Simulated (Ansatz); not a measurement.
Saddle point of SnH₃F, singlet (SnH₃F ([F][SnH3]) → SnH₂ + HF; bonds formed: F2–H3; bonds broken: Sn1–F2, Sn1–H3), PBE0-D4/def2-TZVP structure:

```xyz
5
angstrom
Sn 0.1074 0.5393 -0.0407
F -0.1089 -1.5670 -0.5005
H 0.3359 -0.6276 -1.3562
H -1.4337 1.0485 0.5329
H 1.0993 0.6068 1.3646
```

Energies are electronic, without zero-point energy. Barriers and step energies count from the start structure reached by relaxing down the imaginary mode; all methods use the PBE0-D4 structures, on which another method's saddle can fall below an end. Program: Ansatz 0.2.0. Basis: def2-TZVPP, with def2-QZVPP for the basis limit. Cores are frozen in the correlated methods. Filled d shells of the heavier atoms are correlated. Core potentials replace the inner electrons of the atoms past krypton. The def2 sets are not built for correlating such inner shells, so the correlated values are less sure here. B3LYP uses VWN-RPA correlation. Extrapolation: Hartree–Fock as exp(−7.88 √X), correlation as X^−2.97.

```
      method  barrier (kcal/mol)  step energy (kcal/mol)
       SPW92               39.70                   25.66
      PBE-D4               42.36                   23.21
     BLYP-D4                   ?                   21.01
   r2SCAN-D4                   ?                   27.02
      B97M-V                   ?                   29.65
     PBE0-D4               50.03                   24.95
    B3LYP-D4               49.20                   22.76
  r2SCAN0-D4               53.07                   26.72
    BHLYP-D4               57.89                   25.20
CAM-B3LYP-D4               52.90                   26.20
     wB97X-V               55.38                   28.71
     wB97M-V               53.00                   25.21
      B2PLYP               51.30                   24.51
    PBE-QIDH               55.13                   27.20
  RPA on PBE               52.08                   25.01
          HF               71.06                   26.84
         MP2               53.45                   25.29
        CCSD               57.54                   25.17
     CCSD(T)               54.30                   25.54
```

(1) Fill in the withheld barriers. (To be estimated.)

No T1 diagnostic of these runs exceeds 0.019. The restricted Hartree–Fock reference is unstable towards an unrestricted one at one or more of these structures.

Answers

(1) The calculation gives: B97M-V 53.02; BLYP-D4 43.08; r2SCAN-D4 47.98 kcal/mol. Each is the energy of the saddle less that of the start structure, by the same method.

For comparison, the barrier by CCSD(T) at an estimated basis limit (MP2 extrapolated from triple and quadruple zeta, plus CCSD(T) − MP2 in triple zeta) is 53.40 kcal/mol.

Losses and insertions of silylenes and their heavier kin drive the gas-phase chemistry of silicon and germanium vapour deposition.

Labels in which every atom is bracketed show which atoms are joined, not bond orders.

For scale, one of the runs: CCSD(T)/def2-TZVPP, 123 basis functions, launched by `ansatz run in.yaml --threads 2 --pin off --events-out ev --progress --plain --max-ram 4352MiB`. Time: 11 s of wall clock on 2 CPU threads of an Arm Neoverse V1; the host was shared. Peak host memory: 0.65 GiB.
